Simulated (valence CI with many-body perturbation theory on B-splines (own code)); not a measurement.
The numbers below are computed, except where a source is named.
## Cs39+: what each term of the Hamiltonian does

Method: valence CI with perturbative core correlation (CI+MBPT): six valence electrons over a frozen Dirac-Fock core [Ne], a basis of 9 s, 9 p, 8 d, 6 f, 3 g, 1 h functions for each j, with the one-electron correlation potential Σ1 (screened to all orders), the two-electron term Σ2, the three-electron term Σ3, Breit, model QED; selected single and double excitations, second order for the rest, scaled by the run's own slope (own B-spline code, finite nucleus).

No measured spectrum was set against this ion. As an estimate, large intervals hold to a few tenths of a per cent, small ones and those within an open d or f shell to about a per cent. Among the levels kept, up to 1100 cm⁻¹ of a level comes from second order outside the variational space, and about a tenth of that is noise between levels of different J, which matters for small intervals.

Each rung adds one term. CI alone is the Dirac-Coulomb CI over the frozen core; QED comes last and gives the full result, which names the levels. Energies are above (3s^2 3p1/2^2 3p3/2^2) J=2 on the same rung, in eV.

Levels are named by their leading jj configuration (3d3/2^4 stands for four electrons in 3d with j = 3/2), which in mixed levels can hold well under half, so a name can repeat and another be missing. Letters in brackets count levels of one name in rising energy.

```csv
Level,CI alone
(3s^2 3p1/2^2 3p3/2^2) J=0,12.98
(3s^2 3p1/2 3p3/2^3) J=1,83.53
(3s^2 3p1/2 3p3/2^3) J=2,90.81
(3s^2 3p1/2^2 3p3/2 3d3/2) J=2,160.07
(3s^2 3p1/2^2 3p3/2 3d3/2) J=1,163.76
(3s^2 3p1/2^2 3p3/2 3d3/2) J=0,165.20
(3s^2 3p1/2^2 3p3/2 3d3/2) J=3,165.68
(3s^2 3p3/2^4) J=0,179.49
(3s^2 3p1/2^2 3p3/2 3d5/2) J=2,179.70
(3s^2 3p1/2^2 3p3/2 3d5/2) J=4,183.37
(3s^2 3p1/2^2 3p3/2 3d5/2) J=3,200.10
(3s^2 3p1/2^2 3p3/2 3d5/2) J=1,204.00
(3s 3p1/2^2 3p3/2^3) J=2,207.25
(3s 3p1/2^2 3p3/2^3) J=1,219.85
(3s^2 3p1/2 3p3/2^2 3d3/2) J=2 [a],238.37
(3s^2 3p1/2 3p3/2^2 3d3/2) J=0,238.35
```

(1) What do these energies become with core correlation, Breit and QED?

(2) How does the ionisation energy move along the ladder, and which term matters most?

Results:

(1) (3s^2 3p1/2^2 3p3/2^2) J=0 13.05 (+0.064); (3s^2 3p1/2 3p3/2^3) J=1 82.78 (-0.755); (3s^2 3p1/2 3p3/2^3) J=2 89.83 (-0.979); (3s^2 3p1/2^2 3p3/2 3d3/2) J=2 158.82 (-1.254); (3s^2 3p1/2^2 3p3/2 3d3/2) J=1 162.53 (-1.223); (3s^2 3p1/2^2 3p3/2 3d3/2) J=0 164.15 (-1.053); (3s^2 3p1/2^2 3p3/2 3d3/2) J=3 164.18 (-1.500); (3s^2 3p3/2^4) J=0 177.82 (-1.674); (3s^2 3p1/2^2 3p3/2 3d5/2) J=2 178.04 (-1.657); (3s^2 3p1/2^2 3p3/2 3d5/2) J=4 181.34 (-2.035); (3s^2 3p1/2^2 3p3/2 3d5/2) J=3 197.89 (-2.216); (3s^2 3p1/2^2 3p3/2 3d5/2) J=1 202.13 (-1.866); (3s 3p1/2^2 3p3/2^3) J=2 205.46 (-1.788); (3s 3p1/2^2 3p3/2^3) J=1 218.08 (-1.770); (3s^2 3p1/2 3p3/2^2 3d3/2) J=2 [a] 236.24 (-2.129); (3s^2 3p1/2 3p3/2^2 3d3/2) J=0 236.34 (-2.006).

(2) CI alone 2862.3, + Σ1 2863.2, + Σ2 2863.3, + Σ3 2862.7, + Breit 2860.9, + QED 2860.8 eV. The largest step is Breit, -1.8 eV. NIST lists 2859 ± 4 eV (theoretical).
